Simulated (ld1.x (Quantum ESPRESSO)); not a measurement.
Sb (Z = 51): one change to a TM potential, before and after

* Element: antimony (Sb)
* Generator: ld1.x (Quantum ESPRESSO) 7.5
* Type: norm-conserving Troullier–Martins (Kleinman–Bylander form)
* Functional: LDA (PZ)
* Relativity: scalar-relativistic
* Frozen core: [Kr] 4d10
* Valence charge: 5
* Reference configuration: 5s2 5p3
* Partial waves: 5s (bound): rc 2.00 bohr; 5p (bound): rc 1.65 bohr; 5d channel at 0.05 Ry: rc 1.60 bohr
* Local potential: all-electron potential smoothed inside 1.55 bohr (lloc = -2)
* Core correction: Bessel-smoothed model core inside 0.90 bohr

All-electron outer shells of the reference configuration (LDA (PZ), scalar-relativistic, ld1.x):

```json
{"shell": "4p", "level (eV)": "-101.60", "outermost node (bohr)": "0.39", "outermost maximum (bohr)": "0.76"}
{"shell": "4d", "level (eV)": "-33.55", "outermost node (bohr)": "0.38", "outermost maximum (bohr)": "0.84"}
{"shell": "5s", "level (eV)": "-13.09", "outermost node (bohr)": "0.95", "outermost maximum (bohr)": "1.88"}
{"shell": "5p", "level (eV)": "-5.00", "outermost node (bohr)": "1.04", "outermost maximum (bohr)": "2.32"}
```

Change: wave 5p (bound): rc 1.65 bohr becomes 5p (bound): rc 1.40 bohr.

Cutoffs: the cutoffs (Ry, on a coarse ladder) from which the occupation-weighted sum of valence levels, in a spherical-Bessel basis at the reference potential, stays within 10 and 1 mRy of its value at 400 Ry; they do not see the model core or the augmentation charge, which bear on the density cutoff. Errors are all-electron minus pseudo energies relative to the spin-unpolarised reference configuration.

Q: How do hardness, ghosts and transferability respond?

A: The potential gets harder (45 Ry and 100 Ry → 160 Ry and 180 Ry); the bound ghosts move from d to d, p; of the 9 tests that both files solve, the error grows in 6 and shrinks in 2 by more than 15 % and 0.3 meV (median size 7.4 → 17.7 meV). A smaller radius makes the pseudo-wave follow the all-electron one further in, where it bends more sharply, so more plane waves are needed.

| quantity | base | changed |
| --- | --- | --- |
| cutoff, loose | 45 Ry | 160 Ry |
| cutoff, tight | 100 Ry | 180 Ry |
| loose cutoff by channel (10 mRy a level) | s 12 Ry, p 40 Ry | s 12 Ry, p 140 Ry |
| bound ghosts | d | p, d |
| error for 5s2 5p2, meV [ΔE 8.52 eV] | -1.2 | -2.9 |
| error for 5s2 5p1, meV [ΔE 24.77 eV] | -16 | -32 |
| error for 5s2 5p0, meV [ΔE 49.56 eV] | -101 | -174 |
| error for 5s2 5p2.5, meV [ΔE 3.36 eV] | -0.3 | -0.5 |
| error for 5s1 5p3, meV [ΔE 17.34 eV] | -5.8 | -18 |
| error for 5s1 5p4, meV [ΔE 8.21 eV] | -4.8 | -21 |
| error for 5s0 5p5, meV [ΔE 16.65 eV] | -16 | -90 |
| error for 5s2 5p3 (spin-polarised), meV [ΔE -1.09 eV] | -7.4 | -2.9 |
| error for 5s2 5p2 (spin-polarised), meV [ΔE 7.93 eV] | -9.3 | -7.8 |
| s: phases at 2.20 bohr within 0.05 rad from the reference energy up to (Ry; the scan ends near 5) | 0.0 | 0.0 |
| p: phases at 2.20 bohr within 0.05 rad from the reference energy up to (Ry; the scan ends near 5) | 0.7 | 0.8 |
| d: phases at 2.20 bohr within 0.05 rad from the reference energy up to (Ry; the scan ends near 5) | 1.0 | 1.0 |

 A true bound ghost makes a file unfit for plane-wave use even where its test errors are small: the radial tests pick states by their node count and pass the ghost by.
